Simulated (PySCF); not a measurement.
## BaSr: from constants to spectrum

PBE0 constants of BaSr, ¹Σ⁺ (singlet), closed shell (Ba x2c-TZVPall, Sr x2c-TZVPall; spin-free X2C with a Gaussian nucleus (PySCF 2.14); masses 137.9052 and 87.9056 u):

```
ωe              : 43.7 cm⁻¹
ωexe            : 0.243 cm⁻¹
Be              : 0.013736 cm⁻¹
αe              : 7.91e-05 cm⁻¹
D (centrifugal) : 5.43e-09 cm⁻¹
De to Ba + Sr   : 0.201 eV
```

(1) Give the vibrational terms G(v) and spacings up to v = 6.

(2) How well does the Morse estimate ωe²/(4ωexe) reproduce De, and what is D0?

Closed-shell solutions of metal pairs were not tested for spin polarisation, which can lower them a little. The bond is weak. Basis-set superposition, not corrected here, can be much of De in a small basis, most of all at correlated wavefunction levels. Functionals without a dispersion term scatter widely for such bonds, and LDA overbinds them. Spin–orbit coupling is left out.

Answers

(1) G(v) = ωe(v+½) − ωexe(v+½)².

```csv
v,G(v) (cm⁻¹),G(v) − G(v−1),Bv (cm⁻¹)
0,21.8,,0.01370
1,65.0,43.2,0.01362
2,107.7,42.7,0.01354
3,150.0,42.2,0.01346
4,191.7,41.8,0.01338
5,233.0,41.3,0.01330
6,273.8,40.8,0.01322
```

(2) It gives 0.244 eV, 121 % of the computed De. D0 = De − G(0) = 0.201 − 0.003 = 0.198 eV.
